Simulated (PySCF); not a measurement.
# Electronic absorption of C4H10S2Si

Compound: C₄H₁₀S₂Si.
Structure used (GFN2-xTB), in Å, numbered top down from 1:
```xyz
17
C4H10S2Si angstrom
C     -3.3591    0.4658    0.5420
C     -2.6104    1.2888   -0.1689
S     -0.9878    1.0291   -0.7723
Si    -0.4463   -0.9310   -0.0571
S      1.4797   -1.4136   -0.8327
C      2.3350    0.2073   -0.8828
C      2.6256    0.7505    0.5007
H     -3.0326   -0.5132    0.8451
H     -4.3483    0.7609    0.8465
H     -2.9589    2.2667   -0.4637
H     -0.4315   -0.8844    1.4009
H     -1.3407   -1.9337   -0.6045
H      3.2558    0.0097   -1.4300
H      1.7134    0.8897   -1.4607
H      1.6999    0.9878    1.0221
H      3.1810    0.0213    1.0863
H      3.2180    1.6598    0.4193
```

Method: TDDFT B3LYP/def2-SVPD, vertical, gas phase, core orbitals frozen in the response (PySCF 2.14.0, density-fitted response routines).

```tsv
state	λ (nm)	E (eV)	f	main configurations (H = HOMO, L = LUMO)
S1	244.5	5.07	0.0036	H→L (68%), H-1→L (29%)
S2	242.2	5.12	0.0027	H→L+2 (81%), H-1→L (8%)
S3	238.6	5.20	0.0095	H-1→L (57%), H→L (25%), H→L+2 (12%)
S4	224.2	5.53	0.0061	H-1→L+2 (90%)
S5	219.7	5.64	0.181	H→L+1 (80%), H-1→L+1 (13%)
S6	215.7	5.75	0.057	H-1→L+1 (82%), H→L+1 (11%)
S7	209.4	5.92	0.0037	H→L+3 (97%)
S8	198.6	6.24	0.0028	H→L+4 (97%)
```

Triplets, Tamm–Dancoff:

| state | E (eV) | λ (nm) | main configurations (H = HOMO, L = LUMO) |
| --- | --- | --- | --- |
| T1 | 3.96 | 313.1 | H→L+1 (87%) |
| T2 | 4.79 | 258.7 | H-1→L (64%), H→L (28%) |
| T3 | 4.93 | 251.6 | H→L+2 (81%), H→L (9%) |

The lowest singlet lies at 5.07 eV (245 nm, ultraviolet) and is very weak; its leading configuration is HOMO→LUMO (68%). The most intense listed level is S5 at 5.64 eV (220 nm, f = 0.181), 0.57 eV above S1. Löwdin shares by element: HOMO sulfur 45% or more, carbon 39% or more, silicon 5%; LUMO sulfur 45%, silicon 22%, carbon 10% or more (atoms not listed hold the other 23%). Of the 8 states listed, 2 reach f = 0.01 and none stays under 0.0005. Weighted by f, the mean energy of these states is 5.65 eV. The listed states span 1.17 eV. No computed singlet lies in the visible range (380 to 750 nm); the lowest, at 245 nm, stands 1.81 eV above its violet end (3.26 eV). The window holds the lowest 8 singlets.

One conformer stands for the species.
